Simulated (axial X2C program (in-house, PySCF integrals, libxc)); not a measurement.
## Worked dissociation energy of TaS⁺: CCSD, without spin–orbit coupling

All values were computed with an in-house relativistic program for diatomic molecules. Spin-free means the one-electron spin-free X2C Hamiltonian. Basis: Ta dyall-cv3z [13s14p9d7f4g], S dyall-av3z [9s8p3d2f] (cores contracted in-house); Gaussian nuclei, density fitting, unrestricted open shells. Masses: Ta 180.948 u, S 31.972 u.

Molecular state: M_S = 1, Λ = 2 (beyond evenly filled blocks: σα, δ+α).

Correlated methods: 10 electrons correlated (number of frozen shells: Ta 5 s, 4 p, 2 d, 1 f; S 2 s, 1 p), 316 virtual spin orbitals or spinors in MP2, 90 natural virtuals in coupled cluster.

| Property | Result |
| --- | --- |
| E(Ta+) (2M_S = 4, M_L = 2) | -15600.013036 hartree |
| E(S) (2M_S = 2, M_L = 0) | -398.740455 hartree |
| E(TaS⁺) at Re | -15998.931209 hartree |
| ωe | 591.4 cm⁻¹ |
| ωexe | 2.36 cm⁻¹ |

(1) Work out De and D0.

One determinant describes the state; a PBE0 search over occupations chose it and may have missed a lower one. De is counted from the lowest determinant-based energies of the atoms at the same level, without counterpoise correction. CCSD ran in a truncated set of natural virtual spinors with an MP2 remainder; without triples it tends to underbind. PBE0 can misorder states that lie within some tenths of an eV, so this need not be the ground state of the molecule. The nearest other spin-free determinant of the search, M_S = 0, Λ = 0, lies 0.65 eV up at the distance of the search. The outer-core s and p shells of the metal are frozen in the correlated rows, which leaves out core–valence correlation; for alkali and alkaline-earth bonds that tends to lengthen them. The determinant is spin-polarised beyond a pure state at some levels (its spin-free form has ⟨S²⟩ too high), which makes Re and μ there less reliable. The T1 diagnostic is large, a sign of multireference character. With the outer-core shells frozen, correlated bond lengths of heavy atoms tend to come out a few hundredths of an ångström too long.

Each atomic determinant is the lowest at this level and need not be a pure term. Totals compare only within one Hamiltonian and basis.

## Answers

(1) De = -15600.013036 + (-398.740455) − (-15998.931209) = 0.17772 hartree = 4.836 eV. The zero-point energy is ωe/2 − ωexe/4 = 295 cm⁻¹ = 0.037 eV, so D0 = 4.799 eV.
